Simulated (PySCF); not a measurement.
Spinor energies of Tm⁵¹⁺ (thulium, charge +51)

Start: [Ar]. Calculated with PySCF 2.14 in an uncontracted even-tempered set (18 s from 14 bohr⁻², ratio 2.4; 14 p from 18 bohr⁻², ratio 2.4; 4 d from 67 bohr⁻², ratio 2.6; 4 f from 100 bohr⁻², ratio 2.6): generalised Hartree-Fock with the X2C-1e Hamiltonian and a Gaussian nucleus; one run each with spin-orbit coupling (SO) switched off, then screened by Boettger's factors.

| spinor shell | electrons | ε, spin-free (eV) | ε, screened SO (eV) | weight of nominal j (screened SO) | rms radius, screened SO (bohr) |
| --- | --- | --- | --- | --- | --- |
| 1s1/2 | 2 | -63199.6 | -63186.3 | 1.000 | 0.0227 |
| 2s1/2 | 2 | -13600.2 | -13596.3 | 1.000 | 0.0907 |
| 2p1/2 | 2 | -12420.4 | -13128.1 | 1.000 | 0.0773 |
| 3s1/2 | 2 | -5262.3 | -5261.1 | 1.000 | 0.220 |
| 3p1/2 | 2 | -4891.2 | -5069.1 | 1.000 | 0.209 |
| 3p3/2 | 4 | -4891.2 | -4816.0 | 1.000 | 0.221 |

Q: Where does 2p3/2 lie, and what is the 2p spin-orbit splitting (screened SO)?

A: At -12125.6 eV, 1002.4 eV above 2p1/2.

```json
{"quantity": "E (hartree)", "spin-free": "-11054.38748", "screened SO": "-11066.06357"}
{"quantity": "M_J", "spin-free": "0", "screened SO": "0"}
{"quantity": "⟨J²⟩", "spin-free": "0.000", "screened SO": "0.000"}
{"quantity": "⟨L²⟩", "spin-free": "0.000", "screened SO": "0.040"}
{"quantity": "⟨S²⟩", "spin-free": "0.000", "screened SO": "0.040"}
```

Breit and QED terms are absent; they matter most for the inner s and p1/2 levels.

Densities and radii are taken from the X2C orbitals without a picture-change correction, which distorts them close to the nucleus.

Without spin-orbit coupling the j labels of p, d and f shells carry no meaning; the spin-free column gives the mean over the occupied spinors of each nl shell.
